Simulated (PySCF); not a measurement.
A mixed set of molecules.

All values: CAM-B3LYP/def2-SVPD (PySCF) at PBE0-D3(BJ)/def2-SVP geometries, gas phase, one conformer each. Core orbitals are frozen in the response; Δα² is half the sum of the squared differences of the principal polarisabilities.

Problem. Rank by dipole moment, lowest first.
A. `[CH3:1][Si@@H:2]([O:3][SiH3:4])[N:5]([SiH3:6])[SiH3:7]` with C1–Si2–O3–Si4 -12°, C1–Si2–N5–Si6 66°
B. 2(5H)-thiophenone (`O=C1C=CCS1`)
C. `[CH3:1][C:2](=[O:3])[O:4][CH:5]1[CH2:6][CH2:7][CH2:8][CH2:9][CH2:10]1` with C1–C2–O4–C5 180°, C2–O4–C5–C6 -154°, O4–C5–C6–C7 -177°, C5–C6–C7–C8 55°, C6–C7–C8–C9 -55°, C7–C8–C9–C10 55°
D. `[SH:1][c:2]1[cH:3][cH:4][cH:5][o:6]1` with H–S1–C2–C3 180° (2-furanthiol)
E. `[SiH2](Cl)Cl` (dichlorosilane)

Solution. D (0.86 D), A (1.17 D), E (1.40 D), C (2.07 D), B (4.79 D).

Problem. Rank by polarisability anisotropy Δα, highest first.
A. `[SH:1][c:2]1[cH:3][cH:4][cH:5][o:6]1` with H–S1–C2–C3 180°
B. `[SiH3:1][PH:2][BH:3][N:4]([SiH3:5])[SiH3:6]` with Si1–P2–B3–N4 70°
C. `[CH3:1][Si@@H:2]([O:3][SiH3:4])[N:5]([SiH3:6])[SiH3:7]` with C1–Si2–O3–Si4 -12°, C1–Si2–N5–Si6 66°
D. 2(5H)-thiophenone (`C1CSC(=O)C=1`)
E. dichlorosilane, `Cl[SiH2]Cl`
F. `[CH3:1][C:2](=[O:3])[O:4][CH:5]1[CH2:6][CH2:7][CH2:8][CH2:9][CH2:10]1` with C1–C2–O4–C5 180°, C2–O4–C5–C6 -154°, O4–C5–C6–C7 -177°, C5–C6–C7–C8 55°, C6–C7–C8–C9 -55°, C7–C8–C9–C10 55°

Solution. A (5.94 Å³), B (5.49 Å³), D (5.20 Å³), F (4.12 Å³), C (3.76 Å³), E (2.12 Å³).

Problem. Rank by mean static polarisability, lowest first.
A. `O=C1C=CCS1`
B. `C[Si@@H](O[SiH3])N([SiH3])[SiH3]`
C. `Cl[SiH2]Cl`
D. `[SiH3]PBN([SiH3])[SiH3]`
E. `SC1=CC=CO1`
F. `CC(=O)OC1CCCCC1`

Solution. C (7.93 Å³), A (9.99 Å³), E (10.31 Å³), F (14.69 Å³), B (18.55 Å³), D (19.45 Å³).

All values together:

```
                          SMILES    formula  μ (D)  HOMO (eV)  LUMO (eV)  α (Å³)  Δα (Å³)  electrons  α per electron (Å³)  ΔSCF removal energy (eV)
C[Si@@H](O[SiH3])N([SiH3])[SiH3]  CH13NOSi4   1.17      -8.77       0.84   18.55     3.76         90                0.206                      9.27
                      Cl[SiH2]Cl    Cl2H2Si   1.40     -10.54       0.64    7.93     2.12         50                0.159                     11.61
                        Sc1ccco1     C4H4OS   0.86      -7.32       0.97   10.31     5.94         52                0.198                      8.14
                 CC(=O)OC1CCCCC1    C8H14O2   2.07      -9.38       1.29   14.69     4.12         78                0.188                     10.13
                      O=C1C=CCS1     C4H4OS   4.79      -8.75      -0.59    9.99     5.20         52                0.192                      9.65
         [SiH3]PBN([SiH3])[SiH3]  BH11NPSi3   1.13      -8.29       0.17   19.45     5.49         80                0.243                      8.90
```

Conformers: `[CH3:1][Si@@H:2]([O:3][SiH3:4])[N:5]([SiH3:6])[SiH3:7]` with C1–Si2–O3–Si4 -12°, C1–Si2–N5–Si6 66°; `[SH:1][c:2]1[cH:3][cH:4][cH:5][o:6]1` with H–S1–C2–C3 180°; `[CH3:1][C:2](=[O:3])[O:4][CH:5]1[CH2:6][CH2:7][CH2:8][CH2:9][CH2:10]1` with C1–C2–O4–C5 180°, C2–O4–C5–C6 -154°, O4–C5–C6–C7 -177°, C5–C6–C7–C8 55°, C6–C7–C8–C9 -55°, C7–C8–C9–C10 55°; `[SiH3:1][PH:2][BH:3][N:4]([SiH3:5])[SiH3:6]` with Si1–P2–B3–N4 70°.

Problem. By how much does the ΔSCF value exceed −ε(HOMO) over the species that have both?

Solution. By 0.50 to 1.07 eV, 0.77 eV on average, over 6 species.
